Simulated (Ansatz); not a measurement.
`CN(C)B[SiH3]` and `CN(C)[Si]Br` differ in one atom or group.

Ansatz, PBE0-D4/def2-TZVP geometries, multiplicity 1. Each molecule was computed in one conformer, which needn't be the lowest.

Scalar relativity is left out up to krypton.

```json
{"property": "HOMO energy (PBE0/def2-TZVPP) / eV", "`CN(C)B[SiH3]`": "-7.66"}
{"property": "HOMO energy (PBE/def2-TZVPP) / eV", "`CN(C)B[SiH3]`": "-6.45"}
{"property": "HOMO–LUMO gap (B3LYP/def2-TZVPP) / eV", "`CN(C)B[SiH3]`": "6.72"}
{"property": "LUMO energy (PBE/def2-TZVPP) / eV", "`CN(C)B[SiH3]`": "-1.43"}
{"property": "size of the dipole moment (B3LYP/def2-TZVPP) / D", "`CN(C)B[SiH3]`": "2.82"}
{"property": "HOMO–LUMO gap (PBE/def2-TZVPP) / eV", "`CN(C)B[SiH3]`": "5.02"}
```

**Question.** What does the change do to each property? (Best estimate.)

**Answer.** Computed: 
| property | `CN(C)[Si]Br` | shift |
| --- | --- | --- |
| HOMO energy (PBE0/def2-TZVPP) / eV | -6.90 | 0.76 |
| HOMO energy (PBE/def2-TZVPP) / eV | -5.82 | 0.63 |
| HOMO–LUMO gap (B3LYP/def2-TZVPP) / eV | 4.95 | -1.77 |
| LUMO energy (PBE/def2-TZVPP) / eV | -2.33 | -0.90 |
| size of the dipole moment (B3LYP/def2-TZVPP) / D | 3.26 | 0.44 |
| HOMO–LUMO gap (PBE/def2-TZVPP) / eV | 3.49 | -1.53 |

With PBE0 the HOMO rises by 0.76 eV and the LUMO falls by 1.05 eV, so the gap narrows by about 1.81 eV. PBE moves the HOMO by 0.63 eV and ωB97M-V by 0.94 eV. Dipoles are sizes alone; their direction can turn.

B3LYP here is the variant with VWN-RPA as its local correlation; programs differ in this.

Spin–orbit coupling is left out; it splits and shifts lone-pair levels of the heavy atoms by tenths of an eV.
